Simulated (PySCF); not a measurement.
A PySCF script (with the pyscf-properties extension) for the NMR shieldings of `COC(F)(F)C(F)F`, C3H4F4O, on a PBE0-D3(BJ)/def2-SVP geometry:

```python
import basis_set_exchange as bse
import numpy as np
from pyscf import gto, dft
from pyscf.prop import nmr

atoms = """
C    -1.877325   -0.236412   -0.107310
O    -0.668479    0.473089    0.112585
C     0.450835   -0.262708    0.160545
F     0.617644   -1.002932   -0.953026
F     0.426204   -1.139457    1.192199
C     1.645386    0.673945    0.350838
F     1.748723    1.480929   -0.713962
F     2.763830   -0.057216    0.452727
H    -2.678960    0.510448   -0.093226
H    -2.049413   -0.974770    0.690381
H    -1.861372   -0.742918   -1.083303
H     1.510700    1.278483    1.263839
"""
names = dict.fromkeys(["C", "O", "F", "H"], "pcSseg-2")
basis = {el: gto.basis.parse(bse.get_basis(n, elements=[el], fmt="nwchem")) for el, n in names.items()}
mol = gto.M(atom=atoms, basis=basis, charge=0, verbose=0)
mf = dft.RKS(mol, xc="PBE")
mf.grids.level = 2
mf.grids.alignment = dft.numint.BLKSIZE   # the property module wants whole blocks of grid points
mf.conv_tol = 1e-9
mf.kernel()

calc = nmr.RKS(mf)   # GIAO
sigma = calc.kernel()   # uncoupled for a functional without exact exchange
for i, s in enumerate(sigma):   # ppm
    print("%2d %-2s %9.2f" % (i, mol.atom_pure_symbol(i), np.trace(s) / 3))
```

Task: What does it print?

Result: 
```
 0 C     128.45
 1 O     235.08
 2 C      48.55
 3 F     282.37
 4 F     267.57
 5 C      59.13
 6 F     307.83
 7 F     311.53
 8 H      27.79
 9 H      27.46
10 H      27.44
11 H      25.45
```

These numbers come from an equivalent density-fitted implementation of the same equations, which agrees with the script to about 0.01 ppm for H and up to a few tenths of a ppm for heavy atoms, so last digits may differ.

Task: Turn these shieldings into chemical shifts. Scale: ¹³C (σ = 179.39 ppm), ¹H (σ = 31.18 ppm) against TMS; ¹⁷O (σ = 327.88 ppm) vs H2O; ¹⁹F (σ = 142.93 ppm) against CFCl3 (reference shieldings calculated alike).

Result: Averaging equivalent atoms: C 2: 130.8; C 5: 120.3; C 0: 50.9; O 1: 92.8; F 3/4: -132.0; F 6/7: -166.8; H 11: 5.73; H 8/9/10: 3.62 ppm. Unscaled 19F shifts against computed CFCl3 carry errors that often reach 10 to 50 ppm. Experimental scales use liquid or dissolved standards, which lie at an offset from isolated H2O (liquid H2O: subtract about 36 ppm).

Size and cost of the density-fitted run: 344 basis functions, 69 s wall time on 1 thread of an Arm Neoverse V1, shared host; peak memory 1.1 GiB.
